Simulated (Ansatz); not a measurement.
`N[SiH]1[SiH2][Ga]1[Cl]`, relaxed with RKS PBE0-D4/def2-TZVP in the Gaussian-basis code of Ansatz from a GFN2-xTB geometry. The force threshold is 0.005 eV/Å; the program also tests the step.

Total charge 0; spin multiplicity 1.

Start:

```xyz
10

N     0.662   -1.712    1.498
Si   -0.041   -0.219    0.998
Si   -0.252    0.112   -1.855
Ga   -1.080    1.923   -0.397
Cl   -0.473    3.680    0.700
H     0.124   -2.547    1.657
H     1.644   -1.878    1.658
H     1.267    0.547    0.987
H    -1.612   -0.522   -1.969
H    -0.239    0.618   -3.278
```

Task: How much energy does the relaxation release, and in how many steps? (An estimate is asked.)

Result: Ansatz gave: 109.69 kJ/mol, in 19 steps.

Task: Which bonds change most? (Best estimate.)

Result: The calculation gave: Si2–Si3 from 2.880 to 2.310 Å; Si2–Ga4 from 2.759 to 2.437 Å; Si3–Ga4 from 2.468 to 2.438 Å; Si2–H8 from 1.516 to 1.493 Å.

Task: Give the relaxed structure. (An estimate is asked.)

Result: The calculation gave: 
```xyz
10

N     0.592   -1.711    1.231
Si    0.578   -0.229    0.388
Si   -0.269    0.335   -1.686
Ga   -0.634    1.874    0.169
Cl   -1.618    3.730    0.638
H    -0.215   -2.309    1.280
H     1.278   -1.923    1.937
H     1.933    0.369    0.572
H    -1.721   -0.008   -1.459
H     0.076   -0.128   -3.070
```
